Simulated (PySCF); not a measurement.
Ta²⁺: excitation energy

Ta²⁺ [Xe] 4f14 5d3 (4F) → Ta²⁺ [Xe] 4f14 5d2 6s1, s spin flipped, as a difference of total energies. Calculation: PySCF 2.14, in x2c-TZVPPall with one added diffuse shell each of s, p, d, f type (12s8p8d4f1g, 113 functions); scalar relativity by spin-free X2C-1e. The calculations carry no spin-orbit coupling.

```tsv
method	excitation energy (eV)
UHF	1.792
BP86	1.441
wB97X	1.144
B97-3	1.217
```

The upper determinant mixes two multiplicities, so it lies between the two terms.
